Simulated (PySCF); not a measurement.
# Sn (tin, neutral) across methods

[Kr] 4d10 5s2 5p1 5d1, one real determinant (an excited configuration). All numbers are calculated (PySCF 2.14, a scalar-relativistic core potential, in aug-cc-pwCVDZ-PP with ECP28MDF (6s5p4d1f, 48 functions)).

| method | E (hartree) | mean ε 5s β (eV) | mean ε 5p α (eV) | mean ε 5d α (eV) | Σ⟨r²⟩ (bohr²) | ⟨S²⟩ |
| --- | --- | --- | --- | --- | --- | --- |
| PBE | -214.0346 | -11.912 | -5.483 | 0.299 | 70.20 | 2.001 |
| B97-3 | -214.0798 | -12.719 | -6.294 | 0.101 | 70.46 | 2.002 |
| r2SCAN | -214.1016 | -12.105 | -5.794 | 0.390 | 69.94 | 2.004 |
| B3LYP | -214.1063 | -12.798 | -6.133 | 0.159 | 70.16 | 2.001 |
| TPSS | -213.9431 | -11.777 | -5.566 | 0.335 | 70.24 | 2.002 |
| UHF | -213.10045 | -14.297 | -8.719 | -0.497 | 71.37 | 2.009 |
| LDA | -213.6883 | -12.298 | -5.556 | 0.449 | 69.79 | 2.001 |
| LC-wPBE | -214.0337 | -15.315 | -8.915 | -1.000 | 69.91 | 2.005 |
| PBE0 | -214.0352 | -12.773 | -6.438 | -0.001 | 70.23 | 2.002 |

⟨L²⟩ = 8.03 against 12 for a pure F term, so this real determinant mixes terms. Energies and moments cover only the electrons outside the core potential. The outer electron is Rydberg-like, and this basis confines it to a smaller radius and binds it less than a complete one would.

The highest occupied level is positive at PBE, B97-3, r2SCAN, B3LYP, TPSS, LDA: only the finite basis holds that electron, which in a density functional comes from self-interaction.
